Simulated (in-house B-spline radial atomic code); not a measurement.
How numerical settings move a run on Ge²⁺, [Ar] 3d10 4s2. Computed with an all-electron radial atomic-structure program (B-spline basis): Dirac-Kohn-Sham BLYP, spherical fractional occupations, Fermi nucleus of rms radius 4.0742 fm.

Command:
```bash
python run_scf.py task.json out
```
Settings of the sound reference run:
```
Z                32
electrons        30
configuration    [Ar] 3d10 4s2
hamiltonian      dirac
method           b88,lyp
spin_polarised   False
nucleus          fermi
rms_radius       4.0742
mass_number      74
atomic_mass      73.92118
speed_of_light   137.036
knot_spacing     0.22
spline_order     8
gauss_points     12
box_radius       22.22
max_iterations   70
damping          0.5
damped_steps     3
diis_vectors     10
tolerance        1e-08
start            Thomas-Fermi
```

Cost of the run: 1.2 s on 1 thread of Arm Neoverse V1 (shared host).

It converges in 8 iterations to -2098.483212 hartree, with 4s1/2 at -29.3242 eV. The other runs change the listed settings, some to values that make no sense; their results aren't properties of the atom or ion. Radii are in bohr (the nuclear one in fm), a minus after a letter asks for a j subshell, and «unchanged» means within 1e-8 hartree. The run stops when the residual is below 10 × tolerance × max(1, Z/10), or a noise floor if that is larger, and the energy moves by less than 1e-8 × √|E| hartree; so very loose and very tight tolerances often act alike.

```tsv
changed settings	outcome
first_knot = 0.00313	converged in 8 iterations, energy -5.36e-03 hartree from the reference, 4s1/2 level -9.0e-05 eV
first_knot = 0.0312	converged in 8 iterations, energy +3.69e-01 hartree from the reference, 4s1/2 level +9.9e-04 eV
damped_steps = 0	converged in 8 iterations, energy unchanged, 4s1/2 level -1.3e-06 eV
first_knot = 3.13e-05	converged in 8 iterations, energy +2.00e-07 hartree from the reference, 4s1/2 level +1.2e-06 eV
first_knot = 0.0938	converged in 8 iterations, energy +5.48e+00 hartree from the reference, 4s1/2 level -5.1e-03 eV
first_knot = 0.00937, max_iterations = 5, start = bare nucleus	not converged after 5 iterations, last residual 4.6e-02, last energy +9.37e-02 hartree from the reference
first_knot = 0.00313, max_iterations = 60, damped_steps = 0	converged in 8 iterations, energy -5.36e-03 hartree from the reference, 4s1/2 level -9.2e-05 eV
first_knot = 0.0312, max_iterations = 8, start = bare nucleus	not converged after 8 iterations, last residual 5.1e-05, last energy +3.69e-01 hartree from the reference
damped_steps = 30	converged in 17 iterations, energy unchanged, 4s1/2 level -3.1e-07 eV
first_knot = 3.13e-06	converged in 9 iterations, energy +2.11e-07 hartree from the reference, 4s1/2 level -4.7e-07 eV
first_knot = 0.000313	converged in 8 iterations, energy +8.17e-05 hartree from the reference, 4s1/2 level +2.2e-06 eV
method = r2scan	stopped with error: meta-GGAs are not served with the Dirac Hamiltonian
electrons = 31, configuration = [Ar] 3d10 4s3, max_iterations = 60	stopped with error: shell 4s holds at most 2 electrons
```

(1) What happens with knot_spacing = 1.4, gauss_points = 4, max_iterations = 60, start = bare nucleus?

(2) What happens with electrons = 33, configuration = [Ar] 3d10 4s2 5s3, max_iterations = 100?

(3) What happens with damped_steps = 1?

(4) What happens with start = bare nucleus?

Results:

(1) Converged in 10 iterations, energy +1.26e+02 hartree from the reference, 4s1/2 level +2.5e+00 eV (the program warns: 4s1/2 reaches the box edge; 1s1/2 reaches the box edge).

(2) Stopped with error: shell 5s holds at most 2 electrons.

(3) Converged in 8 iterations, energy unchanged, 4s1/2 level -1.2e-05 eV.

(4) Converged in 10 iterations, energy unchanged, 4s1/2 level -3.8e-06 eV.
